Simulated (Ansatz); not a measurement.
**Energy profile**

The step: GeH₄S ([SH][GeH3]) + HBr → GeH₃Br ([GeH3][Br]) + H₂S; bonds formed: Ge1–Br7, S2–H6; bonds broken: Ge1–S2, H6–Br7 (atoms numbered as in the saddle structure below).

```
8
angstrom
Ge -0.8154 0.4772 -0.2278
S 0.5293 -1.3519 0.9023
H -0.6768 0.9103 -1.6887
H -1.2211 1.4750 0.8529
H -1.9233 -0.6200 -0.2618
H 1.5800 -0.4426 0.7610
Br 1.7254 1.5086 -0.0711
H 0.8022 -1.9566 -0.2669
```

Electronic energies by CCSD(T) at an estimated basis limit (MP2 extrapolated from triple and quadruple zeta, plus CCSD(T) − MP2 in triple zeta), on PBE0-D4/def2-TZVP structures; GeH5SBr, singlet; no counterpoise correction. Program: Ansatz 0.2.0. Basis: def2-TZVPP and def2-QZVPP. Cores are frozen in the correlated methods. Filled d shells of the heavier atoms are correlated. The def2 sets are not built for correlating such inner shells, so the correlated values are less sure here. Extrapolation: Hartree–Fock as exp(−7.88 √X), correlation as X^−2.97.

Give the profile in eV, counted from the separated reactants. (An estimate is asked for; the value comes from the calculation.)

Computed:
```
                                                                                              point      eV
 separated: GeH4S (linked as [SH][GeH3]; Ge1, S2, H3, H4, H5, H8; singlet) + HBr (H6, Br7; singlet)   0.000
                                                                                    start structure  -0.160
                                                                                             saddle   1.071
                                                                                      end structure  -0.486
separated: GeH3Br (linked as [GeH3][Br]; Ge1, H3, H4, H5, Br7; singlet) + H2S (S2, H6, H8; singlet)  -0.373
```

T1 diagnostic: at most 0.012.

For scale, one of the runs: CCSD(T)/def2-TZVPP, 208 basis functions, launched by `ansatz run in.yaml --threads 4 --pin off --events-out ev --progress --plain --max-ram 9574MiB`. Time: 2.1 min of wall clock on 4 CPU threads of an Arm Neoverse V1; the host was shared. Peak host memory: 2.7 GiB.
